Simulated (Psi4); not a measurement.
nitrogen atom (N), quartet; CISD/3-21G (Psi4).

The Psi4 input:
```
memory 2 GB

molecule {
0 4
N     0.00000000    0.00000000    0.00000000
}

set {
  basis 3-21g
  reference uhf
}

energy('cisd')
print_variables()
```

What the program printed (banner, timings and long lists left out):

```
Traceback (most recent call last):
  File "psi4", line 375, in <module>
  File "<string>", line 22, in <module>
  File "site-packages/psi4/driver/driver.py", line 461, in energy
  File "site-packages/psi4/driver/task_planner.py", line 255, in task_planner
  File "site-packages/psi4/driver/driver_util.py", line 222, in negotiate_derivative_type
  File "site-packages/psi4/driver/driver_util.py", line 355, in highest_analytic_derivative_available

psi4.driver.p4util.exceptions.MissingMethodError: Method=cisd is not available for any derivative level under conditions CI_TYPE=CONV, REFERENCE=UHF, FREEZE_CORE=FALSE, QC_MODULE=(auto). See https://psicode.org/psi4manual/master/introduction.html#ss-cisd. Or did you mean? ccd ccsd cisdt cisdtq qcisd lccsd ci2 ci3 ci4 ci5 ci6 ci7 ci8 ci9 ci10 ci11 ci12 ci13 ci14 ci15 ci16 ci17 ci18 ci19 ci20 ci21 ci22 ci23 ci24 ci25 ci26 ci27 ci28 ci29 ci30 ci31 ci32 ci33 ci34 ci35 ci36 ci37 ci38 ci39 ci40 ci41 ci42 ci43 ci44 ci45 ci46 ci47 ci48 ci49 ci50 ci51 ci52 ci53 ci54 ci55 ci56 ci57 ci58 ci59 ci60 ci61 ci62 ci63 ci64 ci65 ci66 ci67 ci68 ci69 ci70 ci71 ci72 ci73 ci74 ci75 ci76 ci77 ci78 ci79 ci80 ci81 ci82 ci83 ci84 ci85 ci86 ci87 ci88 ci89 ci90 ci91 ci92 ci93 ci94 ci95 ci96 ci97 ci98

Printing out the relevant lines from the Psithon --> Python processed input file:
    N     0.00000000    0.00000000    0.00000000
    """)
    core.IO.set_default_namespace("")
    core.set_global_option("BASIS", "3-21g")
    core.set_global_option("REFERENCE", "uhf")
--> energy('cisd')
    print_variables()

!----------------------------------------------------------------------------------!
!                                                                                  !
!  Method=cisd is not available for any derivative level under conditions          !
!     CI_TYPE=CONV, REFERENCE=UHF, FREEZE_CORE=FALSE, QC_MODULE=(auto). See        !
!     https://psicode.org/psi4manual/master/introduction.html#ss-cisd. Or did you  !
!     mean? ccd ccsd cisdt cisdtq qcisd lccsd ci2 ci3 ci4 ci5 ci6 ci7 ci8 ci9 ci10 !
!     ci11 ci12 ci13 ci14 ci15 ci16 ci17 ci18 ci19 ci20 ci21 ci22 ci23 ci24 ci25   !
!     ci26 ci27 ci28 ci29 ci30 ci31 ci32 ci33 ci34 ci35 ci36 ci37 ci38 ci39 ci40   !
!     ci41 ci42 ci43 ci44 ci45 ci46 ci47 ci48 ci49 ci50 ci51 ci52 ci53 ci54 ci55   !
!     ci56 ci57 ci58 ci59 ci60 ci61 ci62 ci63 ci64 ci65 ci66 ci67 ci68 ci69 ci70   !
!     ci71 ci72 ci73 ci74 ci75 ci76 ci77 ci78 ci79 ci80 ci81 ci82 ci83 ci84 ci85   !
!     ci86 ci87 ci88 ci89 ci90 ci91 ci92 ci93 ci94 ci95 ci96 ci97 ci98             !
!                                                                                  !
!----------------------------------------------------------------------------------!
```

The input was rejected before any calculation.
